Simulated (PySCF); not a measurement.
Job file and geometry (Å, from GFN2-xTB) of an NMR shielding run on `O=C1CCB(F)C[C@@H]1F`, C5H7BF2O, GIAO PBE0/pcSseg-1 NMR shielding, non-relativistic, gas phase in PySCF 2.14.0, density-fitted response routines; density fitting, a coarse starting grid and PySCF grid level 2 are the driver's defaults:

```
$ OMP_NUM_THREADS=1 python probes_run.py task.json out

{"job": {"kind": "nmr", "xc": "PBE0", "basis": "pcSseg-1"}, "charge": 0, "multiplicity": 1}
O     -0.335296    -2.045234     1.334460
C     -0.178916    -1.332936     0.378694
C     -1.284177    -0.699767    -0.420080
C     -1.308201     0.813013    -0.116626
B      0.125192     1.466653     0.029362
F      0.250155     2.778744    -0.019787
C      1.401269     0.578334     0.354371
C      1.208965    -0.881182    -0.073902
F      1.298034    -0.953887    -1.452784
H     -1.077297    -0.850227    -1.480403
H     -2.237297    -1.164686    -0.168658
H     -1.926894     1.319221    -0.859597
H     -1.819867     0.965206     0.840575
H      1.576589     0.595668     1.433375
H      2.311873     0.963223    -0.110492
H      1.988269    -1.543200     0.320080
```

**Question.** What does the program print?

**Answer.** 
```
coarse grid: 14120 points
cycle   1  E = -493.7421536229  dE =  1.311e+00  |g| = 9.749e-01  |ddm| = 3.578e+00
cycle   2  E = -493.3150996941  dE =  4.271e-01  |g| = 1.826e+00  |ddm| = 2.232e+00
cycle   3  E = -493.9059308733  dE = -5.908e-01  |g| = 2.374e-01  |ddm| = 1.679e+00
cycle   4  E = -493.9168471748  dE = -1.092e-02  |g| = 7.828e-02  |ddm| = 2.302e-01
cycle   5  E = -493.9178031340  dE = -9.560e-04  |g| = 2.268e-02  |ddm| = 6.803e-02
cycle   6  E = -493.9178973559  dE = -9.422e-05  |g| = 6.198e-03  |ddm| = 2.019e-02
cycle   7  E = -493.9179042715  dE = -6.916e-06  |g| = 1.374e-03  |ddm| = 5.210e-03
final grid: 139272 points
cycle   8  E = -493.9910572420  dE = -4.481e-05  |g| = 1.338e-02  |ddm| = 3.046e-02
cycle   9  E = -493.9909663474  dE =  9.089e-05  |g| = 2.571e-02  |ddm| = 2.772e-02
cycle  10  E = -493.9910921840  dE = -1.258e-04  |g| = 2.442e-03  |ddm| = 1.918e-02
cycle  11  E = -493.9910933748  dE = -1.191e-06  |g| = 2.853e-04  |ddm| = 1.825e-03
cycle  12  E = -493.9910933848  dE = -1.009e-08  |g| = 1.606e-04  |ddm| = 3.613e-04
cycle  13  E = -493.9910933884  dE = -3.526e-09  |g| = 3.181e-05  |ddm| = 1.195e-04
cycle  14  E = -493.9910933886  dE = -1.816e-10  |g| = 6.841e-06  |ddm| = 3.512e-05
converged SCF energy = -493.9910933886

GIAO shielding tensors (ppm)
atom      isotropic    diamagn.    paramagn.     s11        s22        s33       span
  0 O     -342.599     398.486    -741.084   -963.663   -403.250    339.117   1302.779
  1 C      -32.163     250.995    -283.157   -115.560    -76.380     95.452    211.012
  2 C      152.824     251.001     -98.177    132.715    148.749    177.006     44.291
  3 C      162.362     253.633     -91.271    150.310    161.540    175.238     24.927
  4 B       40.300     186.944    -146.644    -28.999     61.258     88.641    117.640
  5 F      182.083     463.196    -281.113      3.990     75.799    466.460    462.470
  6 C      153.122     255.588    -102.466    144.161    148.517    166.688     22.527
  7 C       90.102     246.096    -155.993     67.148     75.876    127.283     60.135
  8 F      370.693     475.465    -104.772    312.649    394.402    405.029     92.379
  9 H       28.275      30.531      -2.255     24.583     28.728     31.514      6.931
 10 H       29.486      30.088      -0.602     25.584     27.813     35.062      9.478
 11 H       30.005      29.482       0.523     25.580     28.718     35.715     10.135
 12 H       30.288      30.074       0.214     25.660     29.415     35.789     10.129
 13 H       30.278      30.417      -0.139     26.608     28.724     35.502      8.894
 14 H       29.688      29.545       0.143     25.857     28.551     34.655      8.798
 15 H       26.824      29.859      -3.036     23.196     26.530     30.745      7.549
```

Size and cost of the density-fitted run: 188 basis functions, 53 s wall time on 1 thread of an Arm Neoverse N1, shared host; peak memory 0.84 GiB.
